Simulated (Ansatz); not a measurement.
`FC#[C][GeH3]` + `[F][GeH]([F])[F]` → `[F][Ge]([F])([F])[GeH3]` + `C#CF`  (formal exchange of groups at a Ge–C bond)

Calculated with Ansatz (gas phase, PBE0-D4/def2-TZVP geometries, no zero-point term in ΔE). CCSD(T)/CBS adds triple-zeta CCSD(T) − MP2 to the extrapolated MP2 energy (def2 sets, frozen cores). This one scheme is used for every species. DFT in def2-TZVPP. For Ge outer-core shells are correlated without core-valence functions, which leaves a few kJ/mol of doubt a bond. Scalar relativity is left out up to krypton.

`FC#[C][GeH3]`:

Cartesian coordinates in Å:
```
F 0.753 -2.425 2.012
C 0.458 -1.475 1.224
C 0.179 -0.575 0.477
Ge -0.262 0.842 -0.699
H -0.703 0.248 -2.042
H -1.402 1.659 -0.080
H 0.978 1.725 -0.892
```

`[F][GeH]([F])[F]`:

```xyz
5

F    -1.344    0.621    0.785
Ge   -0.016   -0.082   -0.025
F     1.314    0.034    1.040
F     0.336    0.937   -1.348
H    -0.290   -1.511   -0.452
```

`[F][Ge]([F])([F])[GeH3]`:

Cartesian coordinates in Å:
```
F 2.159 0.837 -0.630
Ge 0.458 0.647 -0.787
F 0.229 0.061 -2.388
F -0.161 2.251 -0.815
Ge -0.533 -0.754 0.918
H 0.122 -2.131 0.804
H -0.239 -0.096 2.266
H -2.034 -0.815 0.632
```

`C#CF`:

```xyz
4

C     0.385   -0.517   -0.061
C    -0.324    0.435    0.052
F    -1.080    1.448    0.172
H     1.018   -1.365   -0.162
```

| level | ΔE (kcal/mol) |
| --- | --- |
| BLYP-D4 | -7.4 |
| r2SCAN-D4 | -4.8 |
| B2PLYP | -3.8 |
| r2SCANh | -4.5 |

Question: What does CCSD(T)/CBS give? (Estimate.)

Answer: Ansatz gave: -3.9 kcal/mol. The listed levels differ from it by -3.5, -0.9, 0.1, -0.6 kcal/mol.

Largest T1 diagnostic among the species: 0.013.

From BLYP to BHLYP (50 % exact exchange), in def2-TZVPP and without D4, ΔE moves by +2.9 kcal/mol. Leaving LDA and LC-ωPBE aside and taking each functional with its dispersion term where it has one, the values, not all of them listed here, spread over 4.8 kcal/mol, from BLYP-D4 to PBE-QIDH.
